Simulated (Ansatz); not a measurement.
## Ligand exchange: GeH3(NH2) + SiH3(SnH3) → SiH3(GeH3) + SnH3(NH2)

Species: GeH3(NH2), singlet; SiH3(SnH3), singlet; SiH3(GeH3), singlet; SnH3(NH2), singlet. The partners trade NH2 for SiH3: Ge–NH2 and Sn–SiH3 bonds give way to Ge–SiH3 and Sn–NH2.

Shapes, held fixed at every level: PBE0-D4/def2-TZVP. Programs: Ansatz 0.2.0. The zero-point and thermal change to 298 K, harmonic and unscaled (PBE0-D4/def2-TZVP), is -1.3 kJ/mol.

| level | kind | ΔH(298 K) (kJ/mol) | less CCSD(T)/def2-TZVPP |
| --- | --- | --- | --- |
| HF/def2-SVP | Hartree–Fock | +31.9 | +15.4 |
| HF/def2-TZVPP | Hartree–Fock | +22.6 | +6.1 |
| PBE-D4/def2-TZVPP | GGA | +14.3 | -2.2 |
| B3LYP-D4/def2-TZVPP | global hybrid | +15.8 | -0.7 |
| r2SCAN0-D4/def2-TZVPP | global hybrid | +18.4 | +1.9 |
| B2PLYP/def2-TZVPP | double hybrid | +16.5 | 0.0 |
| MP2/def2-SVP | perturbation theory | +23.3 | +6.8 |
| CCSD(T)/def2-TZVPP | coupled cluster or CI | +16.5 | 0.0 |

The highest level, CCSD(T)/def2-TZVPP, gives ΔH(298 K) = +16.5 kJ/mol; the levels span +14.3 to +31.9. The column of differences is taken from that level and isn't an error. No measured value is set beside it here. For atoms past krypton def2 sets carry core potentials with scalar relativity. Relativity is left out for Ge. Outer-core shells of Ge, Sn are correlated, in sets that cover them unevenly.
